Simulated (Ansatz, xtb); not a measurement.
## GeH4NO: where a starting geometry ends

The starting geometry of this gas-phase doublet was built from a drawn formula by distance geometry and a force field; its bonds are those of `[O-][NH2+][GeH2]`.

```xyz
7

Ge   -1.4528   -2.7394   -0.7415
N    -1.4638   -0.8692   -0.3492
O    -2.5092   -0.6600    0.4362
H    -1.5702   -0.3688   -1.2289
H    -0.5776   -0.6267    0.1729
H    -1.3936   -3.5094    0.5927
H    -2.7666   -3.1388   -1.4565
```

Task: Where would you expect an optimisation with r2SCAN-D4/def2-SVP to take it?

Result: It keeps its bonds, and is `[O-][NH2+][GeH2]`.

The energy falls by 0.41 eV over 7 steps:

```json
{"step": "1", "E − E(last) (eV)": "0.406"}
{"step": "2", "E − E(last) (eV)": "0.080"}
{"step": "3", "E − E(last) (eV)": "0.008"}
{"step": "4", "E − E(last) (eV)": "0.003"}
{"step": "5", "E − E(last) (eV)": "0.000"}
{"step": "6", "E − E(last) (eV)": "0.000"}
{"step": "7", "E − E(last) (eV)": "0.000"}
```

Final geometry (Å):

```yaml
atoms:
  - { symbol: Ge, position_ang: [-1.3252, -2.8914, -0.8483] }
  - { symbol: N, position_ang: [-1.4593, -0.8877, -0.3521] }
  - { symbol: O, position_ang: [-2.5516, -0.8939, 0.3951] }
  - { symbol: H, position_ang: [-1.5344, -0.3271, -1.2186] }
  - { symbol: H, position_ang: [-0.5988, -0.6025, 0.1469] }
  - { symbol: H, position_ang: [-1.4561, -3.3540, 0.6386] }
  - { symbol: H, position_ang: [-2.8085, -2.9556, -1.3360] }
```

From the same start GFN2-xTB ends elsewhere, at `N[O][GeH2]`.

No frequencies were run, so the end isn't proven a minimum. Open shells are spin-unrestricted. Run with Ansatz 0.2.0, 27 s on 1 thread of Intel(R) Xeon(R) 6975P-C (Granite Rapids) (shared host).
